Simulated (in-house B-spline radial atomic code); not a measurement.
**PBEsol excitations of the carbon ion C²⁺**

Method: PBEsol. Computed with an all-electron radial atomic-structure program (B-spline basis): linear response of the closed shell [He] 2s2 with the functional's adiabatic kernel; non-relativistic, point nucleus, no spin-orbit coupling, no double excitations, S, P, D and F terms only.

Command:
```bash
python run_td.py task.json out
```
Settings (radii: box in bohr, nucleus in fm):
```
Z                        6
electrons                4
configuration            [He] 2s2
hamiltonian              nr
method                   pbesol
box_radius               29.48
intervals                49
```

Cost of the run: 0.1 s on 1 thread of Arm Neoverse N1, on a shared host.

The lowest states, in the order of their Tamm-Dancoff energies; the method's threshold (minus the highest occupied level) is 40.16 eV. Labels give the largest channel, * marks a mixed state, and oscillator strengths are full-response dipole values. Semilocal kernels can invert the small singlet-triplet splittings of Rydberg terms. Energies in eV:

```csv
state,full response,Tamm-Dancoff,oscillator strength
2s → 2p 3P,5.102,5.827,-
2s → 2p 1P,11.955,12.667,0.746
2s → 3s 3S,27.840,27.852,-
2s → 3s 1S,28.875,28.895,-
2s → 3p 3P,29.881,29.898,-
2s → 3p 1P,30.21,30.22,0.202
2s → 3d 3D,?,?,-
2s → 3d 1D,31.72,31.73,-
2s → 4s 3S,34.77,34.77,-
2s → 4s 1S,?,?,-
```

Problem. Where does 2s → 3d 3D lie?

Solution. At 31.19 eV in full response, 31.22 eV in Tamm-Dancoff.

Problem. Where does 2s → 4s 1S lie?

Solution. At 35.02 eV in full response, 35.02 eV in Tamm-Dancoff.

Problem. How large is the singlet-triplet splitting of 2s → 2p (P terms) in Tamm-Dancoff?

Solution. 6.84 eV, from the unrounded values.

Problem. What polarisabilities and dispersion coefficient does the method give?

Solution. Dipole 4.24 bohr³, quadrupole 5.448 bohr⁵, C6 6.551 hartree·bohr⁶ for two such species.
